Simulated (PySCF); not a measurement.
A structure optimised at r2SCAN-D4/def2-TZVP, used in a PySCF frequency run:

```
C
H 1 1.0914
H 1 1.0914 2 110.97
H 1 1.0914 2 110.97 3 123.87
Ga 1 1.9055 2 107.93 4 118.07
Cl 5 2.0356 4 155.14 1 180.00
```
Charge +1, spin multiplicity 1.

Question: Write its SMILES, formula and point group.

Answer: [CH3][Ga+][Cl], CH3ClGa, C3v

Question: What are its rotational constants (standard atomic weights)?

Answer: 154.99, 2.6279, 2.6279 GHz
